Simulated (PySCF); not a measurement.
This PySCF input asks for the NMR shieldings of `[SiH2]1/C(=C\CCl)C1`, C$_{4}$H$_{7}$ClSi; the geometry comes from GFN2-xTB.

```python
import basis_set_exchange as bse
import numpy as np
from pyscf import gto, dft
from pyscf.prop import nmr

atoms = """
Cl    2.925962    0.064128    1.482331
C     2.078032    0.216717   -0.101675
C     0.892067   -0.680252   -0.127576
C    -0.345553   -0.232905   -0.066075
C    -1.734829   -0.804598   -0.055154
Si   -1.642666    1.090926    0.047128
H     1.787789    1.262715   -0.195761
H     2.816191   -0.050162   -0.858132
H     1.106840   -1.743462   -0.167141
H    -1.990315   -1.400068    0.812490
H    -2.047040   -1.299289   -0.966619
H    -1.891722    1.725606    1.327926
H    -1.959145    1.851131   -1.149470
"""
names = dict.fromkeys(["Cl", "C", "Si", "H"], "pcSseg-1")
basis = {el: gto.basis.parse(bse.get_basis(n, elements=[el], fmt="nwchem")) for el, n in names.items()}
mol = gto.M(atom=atoms, basis=basis, charge=0, verbose=0)
mf = dft.RKS(mol, xc="PBE0")
mf.grids.level = 2
mf.grids.alignment = dft.numint.BLKSIZE   # the property module wants whole blocks of grid points
mf.conv_tol = 1e-9
mf.kernel()

calc = nmr.RKS(mf)   # GIAO
C = mf.mo_coeff
Co = C[:, mf.mo_occ > 0]
resp = mf.gen_response(singlet=True, hermi=2)
def vind(x):   # induced exchange potential for any number of trial vectors
    d = np.einsum("pi,xij,qj->xpq", C, 2 * x.reshape(-1, C.shape[1], Co.shape[1]), Co, optimize=True)
    return np.einsum("xpq,pi,qj->xij", resp(d - d.transpose(0, 2, 1)), C, Co, optimize=True).ravel()
mo1, _ = nmr.rhf.solve_mo1(calc, with_cphf=vind)
sigma = calc.kernel(mo1)
for i, s in enumerate(sigma):   # ppm
    print("%2d %-2s %9.2f" % (i, mol.atom_pure_symbol(i), np.trace(s) / 3))
```

Problem. What are the results?

Solution. 
```
 0 Cl    820.50
 1 C     131.86
 2 C      43.69
 3 C      43.84
 4 C     184.78
 5 Si    497.66
 6 H      27.58
 7 H      27.27
 8 H      24.57
 9 H      30.41
10 H      30.44
11 H      28.43
12 H      28.49
```

These numbers come from an equivalent density-fitted implementation of the same equations, which agrees with the script to about 0.01 ppm for H and up to a few tenths of a ppm for heavy atoms, so last digits may differ.

Problem. Turn these shieldings into chemical shifts. Chemical shifts δ = σref − σ; ³⁵Cl (σref 949.78) vs HCl; ¹³C (σref 186.93), ²⁹Si (σref 349.16), ¹H (σref 31.72) against TMS, all at this level.

Solution. Averaging equivalent atoms: Cl 0: 129; C 2: 143.2; C 3: 143.1; C 1: 55.1; C 4: 2.1; Si 5: -148.5; H 8: 7.14; H 6/7: 4.29; H 11/12: 3.25; H 9/10: 1.29 ppm. 

Size and cost of the density-fitted run: 151 basis functions, 68 s wall time (45 s CPU) on 1 thread of an Intel Xeon, shared host; peak memory 0.71 GiB.
